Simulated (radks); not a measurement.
The numbers below are computed, except where a source is named.
Ne+, 9 electrons, occupied as [He] 2s2 2p5. Level of theory: scalar-relativistic Kohn-Sham, SOGGA, spin-polarised, spherical densities, finite nucleus; open shells are filled with parallel spins first; Fermi nuclear charge, rms radius 3.0055 fm (a radial shooting solver on a logarithmic mesh with Libxc functionals).

Radial electron density D(r) = 4 pi r^2 rho(r):

r (bohr)  D(r) (e/bohr)   spin D(r)
0.01562           1.409  -0.0000743
0.01733           1.675  -0.0000725
0.01923           1.985  -0.0000620
0.02134           2.342  -0.0000375
0.02368           2.750  0.00000928
0.02628           3.214   0.0000903
0.02916           3.734    0.000223
0.03235           4.312    0.000433
0.0359            4.946    0.000758
0.03983           5.629     0.00125
0.0442            6.352     0.00198
0.04904           7.102     0.00305
0.05441           7.860     0.00460
0.0599            8.544     0.00662
0.06646           9.241     0.00969
0.07375           9.860      0.0140
0.08183           10.36      0.0200
0.0908            10.71      0.0282
0.1007            10.88      0.0394
0.1118            10.84      0.0544
0.124             10.58      0.0743
0.1376            10.10       0.100
0.1527            9.438       0.133
0.1695            8.634       0.175
0.188             7.760       0.227
0.2086            6.898       0.290
0.2315            6.135       0.365
0.2569            5.551       0.451
0.285             5.207       0.547
0.3138            5.128       0.643
0.3482            5.294       0.751
0.3863            5.676       0.856
0.4286            6.194       0.952
0.4756            6.744        1.03
0.5278            7.217        1.08
0.5856            7.515        1.10
0.6498            7.566        1.09
0.721             7.338        1.03
0.8               6.838       0.945
0.8877            6.110       0.833
0.985             5.227       0.704
1.093             4.272       0.569
1.213             3.329       0.438
1.346             2.467       0.321
1.493             1.734       0.222
1.644             1.192       0.150
1.824            0.7510      0.0916
2.024            0.4450      0.0522
2.245            0.2469      0.0275
2.491            0.1275      0.0133
2.765           0.06062     0.00577
3.068           0.02631     0.00220
3.404           0.01032    0.000721

D(r) has 2 maxima, at r = 0.104, 0.629 bohr, and minima at 0.309 bohr, inside which lie 2.21 electrons.
